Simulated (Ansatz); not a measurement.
Process, species as SMILES: CNB(C)C [N-dimethylboranylmethanamine] -> [CH2]B(C)NC + H atom (the C-H bond at the site shown breaks; other sites are not compared here)
Each molecule is optimised on its own at B3LYP-D3(BJ)/def2-TZVP (Ansatz, an electronic-structure program), one conformer each, not searched for the lowest.
Geometry of the first species:
```
B
N 1 1.4010
H 2 1.0090 1 117.81
C 2 1.4512 3 113.30 1 -179.07
H 4 1.0874 2 109.85 3 179.83
H 4 1.0940 5 107.80 2 121.66
H 4 1.0940 5 108.01 6 116.43
C 1 1.5813 2 118.55 3 0.00
H 8 1.0935 1 114.41 2 -3.02
H 8 1.0951 9 107.69 1 123.53
H 8 1.0953 9 107.63 10 113.42
C 1 1.5843 2 121.32 3 -178.94
H 12 1.0918 1 111.84 2 -160.66
H 12 1.0926 13 107.67 1 -126.04
H 12 1.0965 13 106.46 14 -113.83
```

Wanted: bond dissociation energy (electronic energy difference), in kcal/mol. Cores are frozen in the correlated levels unless marked. Open shells are spin-unrestricted. Spin-orbit coupling is left out. No relativistic terms. Basis-set limits of correlation are two-point, X^-3; Hartree-Fock from the larger set.

CCSD(T)/CBS(cc-pVTZ,cc-pVQZ) (Ansatz) gives 104.1 kcal/mol.

### Question
Another calculation gave 101.1 kcal/mol. Which level was it?
A) r2SCAN/def2-TZVPD (Ansatz)
B) PBE-QIDH/def2-TZVPD (Ansatz)
C) SVWN5/def2-TZVPD (Ansatz)

### Answer
B, PBE-QIDH/def2-TZVPD (Ansatz). The others give 98.5 (r2SCAN), 111.9 (SVWN5) kcal/mol.
